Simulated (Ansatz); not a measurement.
Relaxation of GaH₄N (6 atoms, charge 0, multiplicity 1), to a largest force component of 0.03 eV/Å in at most 50 steps.

Method: Ansatz 0.2.0, RKS PBE0/def2-SVP.

```xyz
6
Properties=species:S:1:pos:R:3:forces:R:3
Ga 0.360 0.021 -0.017 1.13 -0.03 1.59
N 0.975 -0.046 1.745 -1.29 -0.06 -0.28
H 0.491 -0.112 2.633 0.00 -0.03 0.05
H 1.974 0.044 1.869 0.08 0.01 0.01
H 1.859 0.170 -0.382 0.07 0.09 -1.36
H -1.096 -0.078 -0.526 0.02 0.01 -0.01
```

Problem. Where does it end, and by what steps?

Solution. The forces met the threshold. After 5 steps the energy has fallen by 0.521 eV; H5 moved furthest, 0.58 Å.

| step | energy less start (eV) | largest force component (eV/Å) | accepted |
| --- | --- | --- | --- |
| 0 | 0.0000 | 1.590 | yes |
| 1 | -0.3173 | 0.838 | yes |
| 2 | -0.4526 | 0.413 | yes |
| 3 | -0.4978 | 0.373 | yes |
| 4 | -0.5212 | 0.070 | yes |
| 5 | -0.5213 | 0.013 | yes |

```xyz
6
Properties=species:S:1:pos:R:3
Ga 0.564 0.031 0.050
N 0.977 -0.035 1.811
H 0.296 -0.134 2.554
H 1.919 0.023 2.179
H 1.758 0.188 -0.948
H -0.951 -0.074 -0.323
```

Whether the end is a true minimum wasn't checked by a vibrational analysis.

The run took 13 s on 1 thread of Arm Neoverse V1 (shared host), peak memory 0.12 GiB.
